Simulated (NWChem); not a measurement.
Molecule: BH₃Se; SMILES B[SeH]

Results from NWChem. Pople sets run with spherical d functions. Geometry: optimised at PBE-D3(BJ)/def2-SVP.

Question: Estimate the computed values for PBE/6-31G*. Quantities: highest occupied level (eV); orbital gap (eV); dipole (D).

Answer: 
```json
{
  "highest occupied level (eV)": "-6.72",
  "orbital gap (eV)": "4.60",
  "dipole (D)": "0.80"
}
```
